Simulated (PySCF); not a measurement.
Polarisability and C₆ of I²⁺ (iodine, charge +2)

[Kr] 4d10 5s1 5p3 6s1, high-spin 6S determinant (an excited configuration). All numbers are calculated (PySCF 2.14, the spin-free X2C one-electron Hamiltonian (Gaussian nucleus), in aug-cc-pwCVTZ-DK3). Coupled (time-dependent) response in atomic units; α is the mean over directions.

```
   method  mean α (bohr³)  C₆ (like pair)  S(−4)
CAM-B3LYP           95.20           935.5   6354
```

S(−4) is the Cauchy moment in α(ω) = α(0) + S(−4) ω² + …

α(iu) at CAM-B3LYP:

```tsv
u (hartree)	α(iu) (bohr³)
0	95.20
0.0500	81.78
0.100	58.54
0.200	30.31
0.300	19.07
0.500	10.61
0.750	6.581
1.00	4.611
1.50	2.756
2.00	1.912
3.00	1.134
5.00	0.5562
```

For an ion, C₆ is the dispersion term alone; charge-induced terms of lower order in 1/R come first.

The outer electron is Rydberg-like, and this basis confines it to a smaller radius and binds it less than a complete one would.
